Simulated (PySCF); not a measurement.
C₂H₄BFO₂, SMILES CC(=O)B(O)F. Coordinates come from a B3LYP-D3(BJ)/def2-SVP optimisation. This is a generated structure with no PubChem entry under its InChIKey; it may be hypothetical. One conformer was computed; it need not be the lowest.

All values below come from B3LYP-D3(BJ)/def2-SVP run with PySCF.

Harmonic wavenumbers (cm⁻¹): 84, 135, 175, 333, 344, 441, 545, 659, 694, 749, 959, 994, 1033, 1173, 1351, 1396, 1425, 1435, 1523, 1770, 3024, 3096, 3152, 3706. Rotational constants (GHz): 5.119, 3.096, 1.953; symmetry number 1.

Task: Work out the zero-point energy and the ideal-gas rigid-rotor harmonic-oscillator thermochemistry at 298.15 K and 1 atm.

Result: ZPE = ½ Σ hcν = ½ × 30195 cm⁻¹ = 180.61 kJ/mol. H − E(el) = 200.39 kJ/mol. Entropy in J/(mol K): translation 164.85, rotation 111.89, vibration 59.46, total 336.20. G − E(el) = 100.15 kJ/mol. Cp = 99.63 J/(mol K). Modes under 150 cm⁻¹ make the vibrational entropy uncertain.
